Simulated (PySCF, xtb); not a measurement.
B(H)(vinyl)(OH) (C2H5BO), SMILES B(O)C=C.

GFN2-xTB (xtb 6.7.1) at its own geometry gives an orbital gap of 4.05 eV and a dipole moment of 1.99 D.

Geometry optimised at PBE0-D3(BJ)/def2-SVP. One conformer was computed; it need not be the lowest.

Problem. What does PySCF with M06-2X/def2-TZVPD give? (Estimate from the structure and the level; the computed values follow.)

Solution. gap 9.08 eV (levels -9.40 and -0.32 eV), dipole 1.95 D.
